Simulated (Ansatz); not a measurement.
Ansatz (a quantum-chemistry and plane-wave program) input:

Ansatz 0.2 input:
```yaml
crystal:
  periodic: [false, false, false]
  atoms:
    - {symbol: In, position_ang: [0.10624869, 0.36267577, 0.24826904]}
    - {symbol: Cl, position_ang: [2.13723581, -0.64564776, -0.76271963]}
    - {symbol: Cl, position_ang: [-0.99894795, -1.37131628, 1.63950414]}
    - {symbol: Cl, position_ang: [-1.44453407, 0.97160447, -1.59238352]}
basis:
  gaussian:
    orbitals: def2-TZVPD
hamiltonian:
  xc: {name: wB97X-V}
total_charge: -1
magnetization: {spin_polarized: true, initial_magnetization: 1}
output: {forces: true}
```

### Question
What final total energy does it print?

### Answer
-1570.79366 Eh (wB97X-V/def2-TZVPD). The basis has 194 functions.
